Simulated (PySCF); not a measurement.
C3H5NOSi, SMILES C([SiH2]C=O)C#N. Geometry: B3LYP-D3(BJ)/def2-SVP. The structure was generated by enumeration, and PubChem lists no compound with its InChIKey, so it may never have been made. One conformer was computed; it need not be the lowest.

**Question.** Give the equilibrium geometry at B3LYP-D3(BJ)/def2-SVP (PySCF confirms it by a frequency run) as Cartesian coordinates in Å, and its point group. (Estimate from the structure and the level; the computed values follow.)

**Answer.** Several could match; the one computed here: point group Cs.
```xyz
11

N      0.0496     3.2597     0.0000
C      0.3492     2.1395     0.0000
C      0.6721     0.7230     0.0000
Si    -0.8717    -0.3906     0.0000
C     -0.1548    -2.1891     0.0000
O      1.0435    -2.3634     0.0000
H      1.2807     0.4674    -0.8830
H      1.2807     0.4674     0.8830
H     -1.7003    -0.1720     1.2176
H     -1.7003    -0.1720    -1.2176
H     -0.8517    -3.0742     0.0000
```
Charge 0, spin multiplicity 1.
